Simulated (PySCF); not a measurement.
**A search over the determinants of CaCl⁺**

Unrestricted PBE0; basis Ca def2-SVP, Cl def2-SVP; no relativity; PySCF 2.14. Outer shells of the fragments: Ca+ 4s1; Cl 3s2 3p5.

Followed along the bond (rough minima from three points):

```tsv
2Ms+1	unpaired	⟨S²⟩ at the start	R at minimum (Å)	Te (eV)
1	none	0.00	2.33	0.00
3	σ ↑, π ↑	2.00	none in the scan	≤ 4.11
```

Solutions found at the starting distance of 2.660 Å, counted from the lowest of them; the search is not exhaustive and high or unbound solutions are not listed, so other states can lie among these:

```csv
2Ms+1,unpaired,term,E (eV),⟨S²⟩,⟨Lz²⟩,μ (D)
1,none,¹Σ⁺,0.00,0.00,0.00,-12.61
3,"σ ↑, π ↑",³Π,3.66,2.00,1.01,-3.33
1,"σ ↑, π ↓",mixed,3.67,1.00,1.01,-3.31
3,σ ↑↑,³Σ⁺,4.31,2.00,0.00,-3.58
3,"π ↑, δ ↑",mixed,5.04,2.00,5.00,-4.49
3,π ↑↑,mixed,5.08,2.00,2.01,-4.38
3,π ↑↑,mixed,5.17,2.00,2.01,-3.89
```

A term symbol is given only where ⟨S²⟩ and ⟨Lz²⟩ are close to those of a pure state; real π, δ and φ orbitals otherwise mix terms. A positive dipole points towards Cl; it is taken about the centre of mass and depends on that origin.

Counting both spins, an empty level lies below a filled one in some of these solutions, because spin and occupation are held.
